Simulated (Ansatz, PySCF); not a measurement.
System: PbO (charge 0, singlet). 
Geometry from a B3LYP-D3(BJ)/def2-TZVP (Ansatz, an electronic-structure program) optimisation:
```
Pb
O 1 1.9216
```
Charge 0, spin multiplicity 1.

Total electronic energies in hartree. Valence correlation only, unless marked. Spin-orbit coupling is left out. The frozen core is the preceding noble-gas configuration, with the filled d and f shells of earlier blocks. In def2 rows, elements after Kr have scalar-relativistic effective core potentials. Basis-set limits of correlation are two-point, X^-3; Hartree-Fock from the larger set. The bracket is a focal-point correction in the basis named.

The Hartree-Fock reference is unstable (checked in the largest basis), which strains HF and MP2. The T1 diagnostic of CCSD in the largest basis is 0.044, which is high, so the coupled-cluster rows are less sure than usual.

```tsv
level	program	energy (Eh)
HF/def2-TZVPPD	Ansatz	-266.68295
RI-HF/def2-QZVPP	Ansatz	-266.68726
RI-HF/def2-QZVPPD	Ansatz	-266.68756
BLYP-D3(BJ)/def2-TZVPD	Ansatz + dftd3	-268.10526
TPSS-D4/def2-TZVPD	PySCF + dftd4	-268.07729
B3LYP-D4/def2-TZVPD	Ansatz + dftd4	-268.18639
PBE0/def2-QZVPP	Ansatz	-268.03394
TPSSh-D3(BJ)/def2-TZVPD	PySCF + dftd3	-268.05646
r2SCANh/def2-TZVPD	Ansatz	-268.13510
PW6B95-D3(BJ)/def2-TZVPD	PySCF + dftd3	-268.28346
CAM-B3LYP-D3(BJ)/def2-TZVPD	Ansatz + dftd3	-268.05657
LC-wPBE-D3(BJ)/def2-TZVPD	Ansatz + dftd3	-268.08447
B2PLYP-D3(BJ)/def2-TZVPD	Ansatz + dftd3	-267.75844
RPA@PBE/def2-QZVPP	Ansatz	-267.20453
MP2/def2-TZVPP	Ansatz	-267.03017
MP2/def2-QZVPPD	Ansatz	-267.06230
MP2/CBS(def2-TZVPP,def2-QZVPP)	Ansatz	-267.0791
SCS-MP2/def2-QZVPP	Ansatz	-267.05160
CCSD(T)/def2-TZVPPD	Ansatz	-267.03943
CCSD(T)/def2-QZVPPD	Ansatz	-267.06377
RI-MP2/CBS(def2-TZVPPD,def2-QZVPPD)+[CCSD(T)-MP2]/def2-SVPD	Ansatz	-267.0808
RI-MP2/CBS(def2-TZVPP,def2-QZVPP)+[CCSD(T)-MP2]/def2-QZVPP	Ansatz	-267.0806
CCSD(T)/CBS(def2-TZVPPD,def2-QZVPPD)	Ansatz	-267.0781
```

Totals of different functionals don't rank their quality; only differences between species are comparable.
